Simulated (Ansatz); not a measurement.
C₆H₁₄BO₂ (SMILES CC(C)O[B]OC(C)C), doublet, at a GFN2-xTB geometry; CCSD(T)/STO-3G run with Ansatz (an electronic-structure program).

Input for Ansatz:
Ansatz 0.2 input:
```yaml
crystal:
  periodic: [false, false, false]
  atoms:
    - {symbol: C, position_ang: [2.99543489, 0.71645820, 0.59060927]}
    - {symbol: C, position_ang: [2.23011091, -0.21318951, -0.35054796]}
    - {symbol: C, position_ang: [2.56246515, -1.67867569, -0.07408398]}
    - {symbol: O, position_ang: [0.83738832, -0.05289581, -0.19643926]}
    - {symbol: B, position_ang: [0.11612128, 1.07790115, -0.44824894]}
    - {symbol: O, position_ang: [-1.19709504, 1.11558943, -0.22256510]}
    - {symbol: C, position_ang: [-1.97272958, 0.01057458, 0.28366662]}
    - {symbol: C, position_ang: [-3.18823560, 0.58141785, 1.00267064]}
    - {symbol: C, position_ang: [-2.37071251, -0.90068179, -0.87147059]}
    - {symbol: H, position_ang: [4.06594923, 0.59928137, 0.44622271]}
    - {symbol: H, position_ang: [2.74790643, 0.48426470, 1.62387512]}
    - {symbol: H, position_ang: [2.71668037, 1.74915316, 0.39069055]}
    - {symbol: H, position_ang: [2.50241608, 0.02995059, -1.39071974]}
    - {symbol: H, position_ang: [1.99576938, -2.32172630, -0.74270712]}
    - {symbol: H, position_ang: [3.62344685, -1.85733129, -0.22446416]}
    - {symbol: H, position_ang: [2.29987812, -1.92898629, 0.95094009]}
    - {symbol: H, position_ang: [-1.34179565, -0.54815862, 0.98720560]}
    - {symbol: H, position_ang: [-3.78604680, -0.22333906, 1.42400379]}
    - {symbol: H, position_ang: [-3.79673578, 1.14961893, 0.30346461]}
    - {symbol: H, position_ang: [-2.87237867, 1.24504246, 1.80360466]}
    - {symbol: H, position_ang: [-2.96337512, -0.34542598, -1.59513527]}
    - {symbol: H, position_ang: [-1.47845853, -1.27726565, -1.36537420]}
    - {symbol: H, position_ang: [-2.95420823, -1.74155438, -0.50339102]}
basis:
  gaussian:
    orbitals: STO-3G
magnetization: {spin_polarized: true, initial_magnetization: 1}
correlation: {method: ccsd_t, electrons: outside_noble_gas}
accuracy: high
```

What the program printed (banner, timings and long lists left out):

```
Functional definition: HF
1376 factors; integrals over basis functions are off by at most 1.2e-8 eV
mean field evaluation 1: about -11008.8025 eV, gradient 2.1e1 eV
mean field evaluation 2: about -11009.3827 eV, gradient 2.1e1 eV
mean field evaluation 4: about -11012.8827 eV, gradient 2.1e0 eV
mean field evaluation 8: about -11012.9536 eV, gradient 1.2e-1 eV
mean field evaluation 16: about -11012.9536 eV, gradient 1.2e-1 eV
mean field -11012.95390446 eV, -404.7185911406 hartree, gradient 2.9e-8 eV, S^2 0.755922; 0 other end points of the search recorded, 0 dependent functions left out
9 core orbitals not correlated
reference -11012.95390446 eV, -404.7185911406 hartree; 27, 26 occupied and 23, 24 virtual orbitals, 1376 factors
second order -11.29137806 eV of doubles, -0.00000000 eV of singles
cycle   1  -13.33119651 eV  change    -2.0e0 eV  update   1.3e-1
cycle   2  -14.28926121 eV  change   -9.6e-1 eV  update   4.4e-2
cycle   3  -14.52521797 eV  change   -2.4e-1 eV  update   1.9e-2
cycle   4  -14.53422633 eV  change   -9.0e-3 eV  update   5.5e-3
cycle   5  -14.53348589 eV  change    7.4e-4 eV  update   2.2e-3
cycle   6  -14.53318337 eV  change    3.0e-4 eV  update   9.2e-4
cycle   7  -14.53291458 eV  change    2.7e-4 eV  update   3.7e-4
cycle   8  -14.53305668 eV  change   -1.4e-4 eV  update   1.3e-4
cycle   9  -14.53319895 eV  change   -1.4e-4 eV  update   5.1e-5
cycle  10  -14.53319540 eV  change    3.5e-6 eV  update   2.0e-5
cycle  11  -14.53319473 eV  change    6.7e-7 eV  update   9.0e-6
cycle  12  -14.53318796 eV  change    6.8e-6 eV  update   4.0e-6
cycle  13  -14.53319114 eV  change   -3.2e-6 eV  update   1.7e-6
cycle  14  -14.53319327 eV  change   -2.1e-6 eV  update   7.1e-7
cycle  15  -14.53319393 eV  change   -6.5e-7 eV  update   2.8e-7
cycle  16  -14.53319400 eV  change   -7.7e-8 eV  update   1.4e-7
cycle  17  -14.53319393 eV  change    7.3e-8 eV  update   7.4e-8
cycle  18  -14.53319390 eV  change    3.1e-8 eV  update   4.4e-8
cycle  19  -14.53319360 eV  change    2.9e-7 eV  update   1.3e-7
cycle  20  -14.53319354 eV  change    6.1e-8 eV  update   3.7e-8
cycle  21  -14.53319353 eV  change    1.2e-8 eV  update   1.5e-8
cycle  22  -14.53319354 eV  change   -5.4e-9 eV  update   7.3e-9
cycle  23  -14.53319354 eV  change   -5.3e-9 eV  update   3.1e-9
cycle  24  -14.53319354 eV  change   -2.8e-9 eV  update   1.2e-9
perturbative correction -0.26015600 eV, -0.0095605566 hartree
Total energy: -11027.74725400 eV, -405.2622367090 hartree
```
